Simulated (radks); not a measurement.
Results of a calculation; reference values are marked as such.
The holmium ion Ho+, configuration [Xe] 4f12 (not the ground configuration).

Level of theory: Dirac Kohn-Sham, BLYP, spin-unpolarised, spherical densities, point nucleus; open shells fill j = l - 1/2 first (a radial shooting solver on a logarithmic mesh with Libxc functionals).

Energy parts (hartree):
total: -12629.0427
kinetic: 13898.8392
electron-nucleus: -31194.7209
Hartree: 4939.6789
exchange-correlation: -272.8399

Orbitals (lengths in bohr, moments of r in powers of bohr; <r^-3> diverges for s and p1/2):
[
 {"orbital": "1s1/2", "occ.": "2", "eigenvalue (hartree)": "-2037.517", "<r>": "0.02073", "<r^-3>": "-"},
 {"orbital": "2s1/2", "occ.": "2", "eigenvalue (hartree)": "-340.6141", "<r>": "0.08752", "<r^-3>": "-"},
 {"orbital": "2p1/2", "occ.": "2", "eigenvalue (hartree)": "-324.1841", "<r>": "0.07289", "<r^-3>": "-"},
 {"orbital": "2p3/2", "occ.": "4", "eigenvalue (hartree)": "-292.6778", "<r>": "0.08006", "<r^-3>": "11590"},
 {"orbital": "3s1/2", "occ.": "2", "eigenvalue (hartree)": "-76.04532", "<r>": "0.2294", "<r^-3>": "-"},
 {"orbital": "3p1/2", "occ.": "2", "eigenvalue (hartree)": "-68.86048", "<r>": "0.2191", "<r^-3>": "-"},
 {"orbital": "3p3/2", "occ.": "4", "eigenvalue (hartree)": "-62.27998", "<r>": "0.2326", "<r^-3>": "2510"},
 {"orbital": "3d3/2", "occ.": "4", "eigenvalue (hartree)": "-49.96649", "<r>": "0.2053", "<r^-3>": "426.0"},
 {"orbital": "3d5/2", "occ.": "6", "eigenvalue (hartree)": "-48.52850", "<r>": "0.2095", "<r^-3>": "374.0"},
 {"orbital": "4s1/2", "occ.": "2", "eigenvalue (hartree)": "-15.00405", "<r>": "0.5190", "<r^-3>": "-"},
 {"orbital": "4p1/2", "occ.": "2", "eigenvalue (hartree)": "-12.15336", "<r>": "0.5288", "<r^-3>": "-"},
 {"orbital": "4p3/2", "occ.": "4", "eigenvalue (hartree)": "-10.67867", "<r>": "0.5601", "<r^-3>": "562.7"},
 {"orbital": "4d3/2", "occ.": "4", "eigenvalue (hartree)": "-5.98930", "<r>": "0.5912", "<r^-3>": "81.41"},
 {"orbital": "4d5/2", "occ.": "6", "eigenvalue (hartree)": "-5.72231", "<r>": "0.6024", "<r^-3>": "70.24"},
 {"orbital": "4f5/2", "occ.": "6", "eigenvalue (hartree)": "-0.15449", "<r>": "0.9310", "<r^-3>": "9.417"},
 {"orbital": "4f7/2", "occ.": "6", "eigenvalue (hartree)": "-0.12107", "<r>": "0.9932", "<r^-3>": "8.837"},
 {"orbital": "5s1/2", "occ.": "2", "eigenvalue (hartree)": "-1.91243", "<r>": "1.292", "<r^-3>": "-"},
 {"orbital": "5p1/2", "occ.": "2", "eigenvalue (hartree)": "-1.16138", "<r>": "1.475", "<r^-3>": "-"},
 {"orbital": "5p3/2", "occ.": "4", "eigenvalue (hartree)": "-0.98667", "<r>": "1.596", "<r^-3>": "64.73"}
]

The highest occupied level is 4f7/2 at -3.294 eV. Summed over all electrons, <r^2> = 46.37 bohr^2, which gives a Langevin (diamagnetic) susceptibility term of -36.7 x 10^-6 cm^3/mol.
